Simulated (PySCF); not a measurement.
# Computed vibrations of [Ce(PH3)2]3+

[Ce(PH3)2]3+ (singlet in the valence; each metal's 4f electrons, 1 of them, lie in its core potential, out of spins and levels). PySCF 2.14.0, RKS PBE, Ce lcecp-1-SVP with ECP47, P def2-SVP, H def2-SVP; non-relativistic Hamiltonian with scalar-relativistic core potentials where named; density fitting; no spin-orbit coupling. Central differences of gradients.

```xyz
9

Ce    0.3937    0.3526    0.0000
P    -0.7906   -0.7088    2.6223
H     0.2036   -0.9946    3.6172
H    -1.6779    0.2209    3.2611
H    -1.5524   -1.9192    2.5128
P    -0.7906   -0.7088   -2.6223
H     0.2036   -0.9946   -3.6172
H    -1.5524   -1.9192   -2.5128
H    -1.6779    0.2209   -3.2611
```

Run from Python with OMP_NUM_THREADS=2. Where DIIS fails, smearing, a level shift and second-order steps follow.
It took 110 s on 2 threads of Arm Neoverse V1 (shared host).

Q: What are the harmonic wavenumbers and infrared intensities?

A: Modes are labelled in Cs; negative numbers are unstable modes, those under 60 cm⁻¹ near the noise; a finer grid moves soft modes by up to 10 cm⁻¹.
```
cm⁻¹  km/mol  symmetry
  18     0.0       a''
  22     0.1        a'
  48     0.9        a'
 188     0.4        a'
 203     3.1       a''
 371     0.5       a''
 373     0.7       a''
 374     9.1        a'
 389     3.9        a'
 870    98.7       a''
 884     7.4        a'
1005     0.9       a''
1006     0.9        a'
1007     0.1       a''
1007     1.4        a'
2336   292.3       a''
2340    35.3        a'
2373     3.7       a''
2373   148.0        a'
2377    25.1       a''
2378   112.9        a'
```

Q: Is this a minimum?

A: Yes, within the noise of the softest modes. Ideal gas at 298.15 K and 1 bar: S = 417.1 J/(mol K), Cp = 109.7 J/(mol K), H − H(0 K) = 24.0 kJ/mol (rigid rotor, harmonic modes, spin degeneracy alone, that of the 4f electrons in the core included; the modes under 60 cm⁻¹ make these uncertain).

An lcecp potential fixes the number of 4f electrons, so in runs with it no electron can move into or out of that shell.
